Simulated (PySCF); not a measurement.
Isomers of C5H10N2O2Si, mass 158.051 u with the commonest isotopes. Computed with PBE0/pcSseg-1 in PySCF (dipole) on a GFN2-xTB geometry, gas phase. One conformer each, none proved a minimum here; rigid rotors.

Question: Order these by rotational constant A, largest first.
A. `[CH3:1][O:2][Si@@H:3]([OH:4])[n:5]1[cH:6][cH:7][c:8]([NH2:9])[cH:10]1` with C1–O2–Si3–O4 -174°, O2–Si3–O4–H -8°, O2–Si3–N5–C6 145°
B. `[CH3:1]/[N:2]=[CH:3]/[C@@H:4]1[CH2:5][Si@H:6]([C:7]([NH2:8])=[O:9])[O:10]1` with N2–C3–C4–C5 78°, C5–Si6–C7–N8 -55°, Si6–C7–N8–H -177° and -1°
C. `[CH3:1][O:2][Si@@:3]([NH2:4])([OH:5])[n:6]1[cH:7][cH:8][cH:9][cH:10]1` with C1–O2–Si3–N4 -176°, O2–Si3–N4–H -76° and 57°, O2–Si3–O5–H -173°, O2–Si3–N6–C7 -127°

Answer: A (2011 MHz), C (1826 MHz), B (1647 MHz).

Question: Order these by rotational constant C, largest first.
A. `[CH3:1][O:2][Si@@:3]([NH2:4])([OH:5])[n:6]1[cH:7][cH:8][cH:9][cH:10]1` with C1–O2–Si3–N4 -176°, O2–Si3–N4–H -76° and 57°, O2–Si3–O5–H -173°, O2–Si3–N6–C7 -127°
B. `[CH3:1][O:2][Si@@H:3]([OH:4])[n:5]1[cH:6][cH:7][c:8]([NH2:9])[cH:10]1` with C1–O2–Si3–O4 -174°, O2–Si3–O4–H -8°, O2–Si3–N5–C6 145°
C. `[CH3:1]/[N:2]=[CH:3]/[C@@H:4]1[CH2:5][Si@H:6]([C:7]([NH2:8])=[O:9])[O:10]1` with N2–C3–C4–C5 78°, C5–Si6–C7–N8 -55°, Si6–C7–N8–H -177° and -1°

Answer: A (781.9 MHz), C (661.0 MHz), B (623.4 MHz).

Question: Order these by radius of gyration √(Σ m r²/M), largest first.
A. `[CH3:1][O:2][Si@@:3]([NH2:4])([OH:5])[n:6]1[cH:7][cH:8][cH:9][cH:10]1` with C1–O2–Si3–N4 -176°, O2–Si3–N4–H -76° and 57°, O2–Si3–O5–H -173°, O2–Si3–N6–C7 -127°
B. `[CH3:1][O:2][Si@@H:3]([OH:4])[n:5]1[cH:6][cH:7][c:8]([NH2:9])[cH:10]1` with C1–O2–Si3–O4 -174°, O2–Si3–O4–H -8°, O2–Si3–N5–C6 145°
C. `[CH3:1]/[N:2]=[CH:3]/[C@@H:4]1[CH2:5][Si@H:6]([C:7]([NH2:8])=[O:9])[O:10]1` with N2–C3–C4–C5 78°, C5–Si6–C7–N8 -55°, Si6–C7–N8–H -177° and -1°

Answer: B (2.362 Å), C (2.262 Å), A (2.193 Å).

```json
{"SMILES": "C/N=C/[C@@H]1C[Si@H](C(N)=O)O1", "point group": "C1", "Ia (u·Å²)": "306.85", "Ib (u·Å²)": "545.91", "Ic (u·Å²)": "764.56", "κ": "-0.46", "μa (D)": "5.50", "μb (D)": "0.57", "μc (D)": "1.53"}
{"SMILES": "CO[Si@@H](O)n1ccc(N)c1", "point group": "C1", "Ia (u·Å²)": "251.28", "Ib (u·Å²)": "701.02", "Ic (u·Å²)": "810.73", "κ": "-0.86", "μa (D)": "0.56", "μb (D)": "1.24", "μc (D)": "0.63"}
{"SMILES": "CO[Si@@](N)(O)n1cccc1", "point group": "C1", "Ia (u·Å²)": "276.76", "Ib (u·Å²)": "597.39", "Ic (u·Å²)": "646.38", "κ": "-0.88", "μa (D)": "1.36", "μb (D)": "0.42", "μc (D)": "0.21"}
```
